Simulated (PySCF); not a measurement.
## Working out the ionisation energy of Cr⁺

Cr⁺ [Ar] 3d5 (6S) → Cr²⁺ [Ar] 3d4 (5D). Computed with PySCF 2.14 in def2-SVP (5s3p2d1f, 31 functions), with no relativity, point nucleus. Frozen: [Ar]. Energies in hartree (1 hartree = 27.21139 eV):

```
             part   Cr⁺ (lower)  Cr²⁺ (upper)
              UHF  -1042.982650  -1042.419866
MP2 opposite-spin      0.000000      0.000000
    MP2 same-spin     -0.046240     -0.019570
```

Problem. What does Hartree-Fock give?

Solution. (-1042.419866) − (-1042.982650) = 0.562784 hartree = 15.314 eV.

Problem. What do MP2 and SCS-MP2 (6/5 opposite-spin, 1/3 same-spin) give?

Solution. The opposite-spin parts differ by 0.000 eV and the same-spin parts by 0.726 eV. MP2: 15.314 + (0.000) + (0.726) = 16.040 eV. SCS-MP2: 15.314 + 1.2 × (0.000) + (0.726)/3 = 15.556 eV.

Reference: 16.486 eV (measured; NIST Atomic Spectra Database, ionization energies), between the lowest levels; spin-orbit coupling is absent from the calculation.

The calculation is non-relativistic.

A double-zeta basis recovers only part of the correlation energy.

What remains against the reference includes basis incompleteness, the frozen core and correlation beyond second order.
